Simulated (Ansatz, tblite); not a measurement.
Cost and result up the ladder for the cluster Ga3P2 (5 atoms). The state is a doublet with charge 0. Geometry: PBE0-D4/def2-SVP.

```xyz
5

Ga   -0.063   -1.989    0.524
Ga   -0.524    0.509    1.640
Ga   -0.925    1.619   -0.871
P     1.348    0.370    0.123
P     0.164   -0.509   -1.416
```

Ansatz on 4 threads of Arm Neoverse V2 on a shared host; xTB runs through tblite on one thread. Times are rough, summed over both states, and most runs start from the orbitals of an earlier one. PBE0-D4/def2-TZVP serves as the yardstick here, not as an exact answer. Differences are given only for rows in sets of like size (and for xTB, whose basis is part of the method), since another set adds its own error. The other state is a quartet at its own geometry, which has other bonds, so the gap mixes isomer and spin.

The xTB rows come from tblite. Correlated methods freeze 37 core orbitals; core or outer-core shells of Ga are correlated, in sets that lack core-valence functions. The rows differ in basis, and correlated rows in double-zeta sets carry the largest basis error. The structure comes from a short search, and lower isomers may exist.

Run but left out: HF/STO-3G, MP2/def2-SVP, MP2/def2-TZVP (doublet: ⟨S²⟩ 0.92 to 2.99, where a pure state has 0.75).

Correlated methods converge slowly with the basis, most of all in double-zeta sets.

xTB has no spin-polarisation term.

| level | functions | quartet − doublet (eV) | difference from PBE0-D4/def2-TZVP (eV) | remarks |
| --- | --- | --- | --- | --- |
| PBE-D4/def2-TZVP (with forces) | 218 | 1.04 | 0.07 | – |
| HF/def2-TZVP | 218 | 0.33 | -0.64 | spin-contaminated (⟨S²⟩ 0.93) (doublet), spin-contaminated (⟨S²⟩ 3.99) (quartet) |
| CCSD(T)/def2-SVP | 132 | 1.03 | – | spin-contaminated (⟨S²⟩ 0.92) (doublet), spin-contaminated (⟨S²⟩ 3.97) (quartet) |
| PBE0-D4/def2-TZVP | 218 | 0.98 | 0.00 | – |
| r2SCANh-D4/def2-TZVP | 218 | 0.96 | -0.02 | – |
| GFN2-xTB | 45 | 1.49 | 0.52 | – |
| r2SCAN-D4/def2-TZVP | 218 | 0.99 | 0.01 | – |
| GFN1-xTB | 45 | 1.65 | 0.68 | – |

Question: Estimate how long each takes.

Answer: GFN1-xTB 0.011 s; GFN2-xTB 0.011 s; PBE-D4/def2-TZVP (with forces) 11 s; HF/def2-TZVP 26 s; PBE0-D4/def2-TZVP 30 s; r2SCAN-D4/def2-TZVP 35 s; r2SCANh-D4/def2-TZVP 50 s; CCSD(T)/def2-SVP 2 min. On shared hardware such times vary by a factor of up to 3.
